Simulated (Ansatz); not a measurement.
Mulliken charges of CH₅FSiTe (`FC([SiH3])[TeH]`) from r2SCAN/def2-TZVPP in Ansatz (PBE0-D4/def2-TZVP geometry).

| atom | x (Å) | y (Å) | z (Å) | charge (e) |
| --- | --- | --- | --- | --- |
| F1 | -0.338 | 0.255 | -1.830 | -0.208 |
| C2 | -0.135 | 0.443 | -0.473 | 0.012 |
| Si3 | 0.891 | -0.971 | 0.266 | 0.239 |
| Te4 | -1.997 | 0.581 | 0.598 | 0.048 |
| H5 | 0.354 | 1.410 | -0.334 | 0.095 |
| H6 | 1.423 | -0.518 | 1.575 | -0.052 |
| H7 | 2.004 | -1.308 | -0.657 | -0.057 |
| H8 | 0.019 | -2.159 | 0.455 | -0.055 |
| H9 | -2.132 | 2.221 | 0.383 | -0.023 |

**Question.** By hand: the dipole of these point charges (1 e Å = 4.8032 D).

**Answer.** Σ q r = (0.079, 0.051, 0.357) e Å, of length 0.369 e Å = 1.77 D.

**Question.** How does the dipole of the full density compare? (Best estimate.)

**Answer.** Computed: (0.138, 0.111, 0.205) e Å, 1.30 D; the point charges give 1.36 times that, at 26° from its direction.

Point charges leave out the atoms' own dipoles, such as those of lone pairs, and Mulliken's split depends on the basis, so the two needn't agree.
